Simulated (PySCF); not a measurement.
Molfile (atoms numbered from 1):
```
C2H9NSi2
     RDKit          3D

 14 14  0  0  0  0  0  0  0  0999 V2000
   -1.0406   -0.2705   -0.2211 C   0  0  0  0  0  0  0  0  0  0  0  0
   -0.3710    1.0191   -0.2390 N   0  0  0  0  0  0  0  0  0  0  0  0
    1.2400    1.1607    0.3953 Si  0  0  0  0  0  4  0  0  0  0  0  0
    1.9078   -0.5582    0.0089 C   0  0  0  0  0  0  0  0  0  0  0  0
    0.3429   -1.5984   -0.2064 Si  0  0  0  0  0  4  0  0  0  0  0  0
   -1.7084   -0.4140    0.6523 H   0  0  0  0  0  0  0  0  0  0  0  0
   -1.6698   -0.4063   -1.1195 H   0  0  0  0  0  0  0  0  0  0  0  0
   -0.9793    1.8234   -0.3457 H   0  0  0  0  0  0  0  0  0  0  0  0
    1.9489    2.2896   -0.2843 H   0  0  0  0  0  0  0  0  0  0  0  0
    1.3365    1.4123    1.8752 H   0  0  0  0  0  0  0  0  0  0  0  0
    2.4752   -0.5317   -0.9356 H   0  0  0  0  0  0  0  0  0  0  0  0
    2.5693   -0.9529    0.7943 H   0  0  0  0  0  0  0  0  0  0  0  0
    0.1537   -2.5548    0.9286 H   0  0  0  0  0  0  0  0  0  0  0  0
    0.3523   -2.3852   -1.4785 H   0  0  0  0  0  0  0  0  0  0  0  0
  1  2  1  0
  2  3  1  0
  3  4  1  0
  4  5  1  0
  5  1  1  0
  1  6  1  0
  1  7  1  0
  2  8  1  0
  3  9  1  0
  3 10  1  0
  4 11  1  0
  4 12  1  0
  5 13  1  0
  5 14  1  0
M  END
```

Geometry: PBE0-D3(BJ)/def2-SVP; GIAO shifts from PySCF 2.14, gas phase, non-relativistic, averaged over equivalent atoms.

At PBE0/6-31G* (96 basis functions, 7.7 s wall time on 1 thread of an Intel Xeon 6975P-C, shared host):
| atoms | δ (ppm) |
| --- | --- |
| C1 | 25.8 |
| C4 | -13.1 |
| N2 | 8.9 |
| Si3 | -1.3 |
| Si5 | -12.3 |
| H9/H10 | 5.16 |
| H13/H14 | 4.52 |
| H6/H7 | 2.46 |
| H11/H12 | 0.14 |
| H8 | -0.45 |

Referencing at the same level of theory: TMS for ¹³C (σ = 194.14 ppm) and ²⁹Si (σ = 418.09 ppm) and ¹H (σ = 31.96 ppm); ¹⁵N (σ = 259.38 ppm) against NH3.

Estimate the result of repeating the calculation with PBE0/IGLO-III.

## Answers


```csv
atoms,δ at PBE0/IGLO-III,change
C1,27.7,+1.9
C4,-14.5,-1.4
N2,21.3,+12.4
Si3,-22.9,-21.6
Si5,-33.9,-21.6
H9/H10,5.10,-0.06
H13/H14,4.49,-0.03
H6/H7,2.71,+0.25
H11/H12,0.24,+0.10
H8,0.17,+0.62
```

Shifts are taken against calculated references (same method and geometry level): ¹³C (σ = 183.78 ppm), ²⁹Si (σ = 345.34 ppm), ¹H (σ = 31.37 ppm) against TMS; NH3 for ¹⁵N (σ = 260.55 ppm).

The largest change is at Si5 (silicon bonded to 2 C, 2 H, in a 5-membered ring). Cost: 283 basis functions, 48 s wall time on 1 thread of an Intel Xeon 6975P-C, shared host.

Experimental scales use liquid or dissolved standards, which lie at an offset from isolated NH3 (liquid NH3: subtract about 20 ppm).
